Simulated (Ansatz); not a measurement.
Consider the formal exchange of groups at a B–Si bond: `B[SiH]([SiH3])O[SiH3]` + CH₄ → `BC` + `[SiH3]O[SiH2][SiH3]`.

Isolated molecules relaxed with PBE0-D4/def2-TZVP in Ansatz; ΔE leaves out vibrations. CCSD(T)/CBS is the MP2 limit (def2-TZVPP, def2-QZVPP) plus CCSD(T) − MP2 in def2-TZVPP, frozen cores. This one scheme is used for every species. Functionals use def2-TZVPP. B3LYP here is the variant with VWN-RPA as its local correlation; programs differ in this. Each species was taken in one conformer, which may not be the lowest.

`B[SiH]([SiH3])O[SiH3]`:

```xyz
14

B     2.026   -1.568    0.020
Si    0.380   -0.584   -0.499
Si    0.998    1.695   -0.564
O    -0.893   -0.813    0.521
Si   -2.403   -0.295    0.873
H     2.173   -2.103    1.079
H     2.952   -1.557   -0.738
H    -0.037   -0.938   -1.890
H     2.020    1.900   -1.625
H     1.565    2.144    0.737
H    -0.190    2.539   -0.871
H    -2.901   -1.073    2.032
H    -2.382    1.153    1.215
H    -3.307   -0.499   -0.291
```

CH₄:

Cartesian coordinates in Å:
```
C 0.000 0.000 0.000
H 0.431 0.244 -0.971
H 0.022 -1.080 0.146
H -1.031 0.350 0.038
H 0.578 0.485 0.786
```

`BC`:

Z-matrix (Å, degrees):
```
C
B 1 1.548
H 1 1.091 2 115.2
H 1 1.105 2 103.3 3 -114.8
H 1 1.091 2 115.2 3 130.4
H 2 1.199 1 120.9 3 -157.0
H 2 1.199 1 120.9 3 26.7
```

`[SiH3]O[SiH2][SiH3]`:

Cartesian coordinates in Å:
```
Si 0.486 -1.834 1.078
O 0.480 -0.211 1.271
Si 0.136 1.235 0.576
Si -0.630 0.981 -1.628
H 0.014 -2.182 -0.290
H 1.866 -2.346 1.268
H -0.416 -2.453 2.081
H 1.364 2.074 0.590
H -0.901 1.923 1.393
H -1.878 0.171 -1.670
H 0.396 0.315 -2.476
H -0.917 2.327 -2.195
```

CCSD(T)/CBS gives -15.9 kJ/mol.

Another level gave -9.5 kJ/mol. Which?
A. HF/def2-TZVPP
B. MP2/def2-TZVPP
C. B3LYP-D4/def2-TZVPP
D. PBE/def2-TZVPP

D. PBE -9.5, HF/def2-TZVPP -27.3, MP2/def2-TZVPP -20.1, B3LYP-D4 -14.0 kJ/mol.

Largest T1 diagnostic among the species: 0.013.

From PBE to PBE0 (25 % exact exchange), in def2-TZVPP and without D4, ΔE moves by −4.6 kJ/mol. The D4 term adds +4.1 kJ/mol with B3LYP and +2.5 kJ/mol with PBE0; it sums over pairs of atoms, weighted by their polarisabilities, and B3LYP, whose exchange is more repulsive, gets the larger term. In def2-TZVPP, CCSD(T) changes the Hartree–Fock value by +11.9 kJ/mol (the triples alone add +2.0 kJ/mol) and MP2 by +7.3 kJ/mol.
